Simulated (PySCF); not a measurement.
**Frontier orbitals and the lowest excitations**

Compound: C5H7BO2.
Geometry (PBE0-D3(BJ)/def2-SVP, Å), atoms numbered from 1 in this order:
```
atom  x, y, z in Å
C1     3.061    0.148    0.000
C2     1.669   -0.322   -0.034
C3     0.787   -1.306   -0.183
C4     0.276    0.000    0.076
C5    -0.758    0.842    0.263
B6    -2.208    0.341    0.221
O7    -3.230    1.245    0.398
O8    -2.444   -1.001    0.006
H9     3.273    0.618    0.974
H10    3.777   -0.667   -0.171
H11    3.210    0.927   -0.764
H12    0.589   -2.360   -0.367
H13   -0.532    1.896    0.447
H14   -4.111    0.863    0.366
H15   -3.374   -1.240   -0.008
```

The calculation used TDDFT B3LYP/def2-SVPD, vertical, gas phase, core orbitals frozen in the response (PySCF 2.14.0, density-fitted response routines).

Kohn–Sham orbitals with the atoms that hold most of them (Löwdin shares over 4%, at most four atoms; ? is withheld):

```json
{"orbital": "HOMO-3", "ε (eV)": "-9.10", "atoms": "O8 42%, O7 42%, B6 7%"}
{"orbital": "HOMO-2", "ε (eV)": "-8.61", "atoms": "O7 44%, O8 43%, B6 7%"}
{"orbital": "HOMO-1", "ε (eV)": "-7.91", "atoms": "?"}
{"orbital": "HOMO", "ε (eV)": "?", "atoms": "?"}
{"orbital": "LUMO", "ε (eV)": "-0.53", "atoms": "C3 38%, C2 33%, H12 8%, C1 7%"}
{"orbital": "LUMO+1", "ε (eV)": "-0.27", "atoms": "B6 32%, O8 19%, O7 17%, H15 14%"}
{"orbital": "LUMO+2", "ε (eV)": "0.37", "atoms": "C1 35%, C2 12%, H10 12%, H9 11%"}
```

Problem. Give the leading atoms of the HOMO.

Solution. C5 (bonded to B, C and H) 38%; C4 (bonded to 3 C) 22%; C3 (bonded to 2 C and H) 11%; C2 (bonded to 3 C) 9%.

Problem. Which atoms hold the HOMO-1, and with what shares?

Solution. C4 (bonded to 3 C) 21%; C5 (bonded to B, C and H) 19%; C2 (bonded to 3 C) 14%; C3 (bonded to 2 C and H) 12%.

Problem. What is the HOMO energy, and the HOMO–LUMO gap?

Solution. ε(HOMO) = -5.64 eV; the gap is 5.11 eV (0.1878 hartree).

Problem. The HOMO–LUMO gap is 5.11 eV. Where does the response calculation put the lowest singlet, and from which orbitals?

Solution. S1 is at 4.30 eV (f = 0.017), 0.81 eV below the gap, made of HOMO→LUMO (99%). Without the coupling terms of the response equations the lowest excitation would equal the gap.

Problem. One configuration dominates each of S1, S2 and S5. Which, and how do the shares of the two leading atoms of either orbital change from the occupied to the empty one?

Solution. 
- S1 (4.30 eV, f 0.017), HOMO→LUMO (99%): C5 38% → at most 8%, C4 22% → at most 8%, C3 11% → 38%, C2 9% → 33%
- S2 (4.65 eV, f 0.0001), HOMO→LUMO+1 (99%): C5 38% → at most 14%, C4 22% → at most 14%, B6 at most 10% → 32%, O8 at most 10% → 19%
- S5 (6.04 eV, f 0.0001), HOMO-1→LUMO (96%): C4 21% → at most 8%, C5 19% → at most 8%, C3 12% → 38%, C2 14% → 33%

Löwdin shares depend on the basis, the more so with diffuse functions.

One conformer stands for the species.
